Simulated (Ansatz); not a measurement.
Ansatz (an electronic-structure program) input (CCSD(T)/aug-cc-pV(D+d)Z):
A basis named .json is the Basis Set Exchange file of that set.

Ansatz 0.2 input:
```yaml
crystal:
  periodic: [false, false, false]
  atoms:
    - {symbol: B, position_ang: [-0.27022806, -0.66963628, 0.31892411]}
    - {symbol: H, position_ang: [-1.17342216, -1.47140610, 0.40207577]}
    - {symbol: O, position_ang: [0.82618180, -1.03693406, 1.13523972]}
    - {symbol: H, position_ang: [1.52048099, -0.37518832, 1.04024732]}
    - {symbol: P, position_ang: [-0.26875362, 0.85399829, -0.72281691]}
    - {symbol: H, position_ang: [-1.57406871, 0.68027390, -1.27660778]}
basis:
  gaussian:
    orbitals: aug-cc-pV_D+d_Z.json
total_charge: -1
magnetization: {spin_polarized: false}
correlation: {method: ccsd_t, electrons: outside_noble_gas}
output: {forces: true}
```

Output:

```
Functional definition: HF
integrals: 0.15 GiB planned
1023 factors; integrals over basis functions are off by at most 1.1e-3 eV
mean field: 0.30 GiB planned
mean field evaluation 1: about -12028.7760 eV, gradient 1.9e1 eV
mean field evaluation 2: about -12028.7763 eV, gradient 1.9e1 eV
mean field evaluation 4: about -12030.2197 eV, gradient 2.3e0 eV
mean field evaluation 8: about -12030.2458 eV, gradient 2.2e-4 eV
mean field evaluation 16: about -12030.2440 eV, gradient 4.8e-1 eV
mean field -12030.24576535 eV, -442.1033774833 hartree, gradient 1.7e-6 eV, S^2 0.000000; 0 other end points of the search recorded, 0 dependent functions left out
7 core orbitals not correlated
reference -12030.24576535 eV, -442.1033774833 hartree; 9, 9 occupied and 89, 89 virtual orbitals, 1023 factors
densities: 0.63 GiB planned
second order -11.81116794 eV of doubles, -0.00000000 eV of singles
coupled cluster: 0.43 GiB planned
cycle   1  -12.22761497 eV  change   -4.2e-1 eV  update   9.6e-2
cycle   2  -12.56936986 eV  change   -3.4e-1 eV  update   2.9e-2
cycle   3  -12.65678132 eV  change   -8.7e-2 eV  update   1.7e-2
cycle   4  -12.65242492 eV  change    4.4e-3 eV  update   5.2e-3
cycle   5  -12.64919492 eV  change    3.2e-3 eV  update   2.2e-3
cycle   6  -12.64934708 eV  change   -1.5e-4 eV  update   9.3e-4
cycle   7  -12.64913932 eV  change    2.1e-4 eV  update   3.5e-4
cycle   8  -12.64911818 eV  change    2.1e-5 eV  update   1.5e-4
cycle   9  -12.64918372 eV  change   -6.6e-5 eV  update   6.7e-5
cycle  10  -12.64918977 eV  change   -6.0e-6 eV  update   2.3e-5
cycle  11  -12.64918181 eV  change    8.0e-6 eV  update   8.8e-6
cycle  12  -12.64918704 eV  change   -5.2e-6 eV  update   3.7e-6
perturbative correction -0.47978906 eV, -0.0176319226 hartree
the calculation of the forces begins
Total energy: -12043.37474145 eV, -442.5858584557 hartree
Atom 0 at    -0.270228    -0.669636     0.318924 Å, force    -0.333973    -0.029105    -0.152189 eV/Å
Atom 1 at    -1.173422    -1.471406     0.402076 Å, force    -0.262009    -0.221469     0.016515 eV/Å
Atom 2 at     0.826182    -1.036934     1.135240 Å, force     0.449463    -0.361353     0.478863 eV/Å
Atom 3 at     1.520481    -0.375188     1.040247 Å, force     0.141212     0.156078    -0.034022 eV/Å
Atom 4 at    -0.268754     0.853998    -0.722817 Å, force     0.184944     0.487912    -0.238534 eV/Å
Atom 5 at    -1.574069     0.680274    -1.276608 Å, force    -0.179637    -0.032063    -0.070633 eV/Å
Dipole moment:     0.304336    -0.200524     0.294033 e Å
```

It need not be the lowest isomer of its formula. Whether it binds its extra electron was not tested at this geometry.
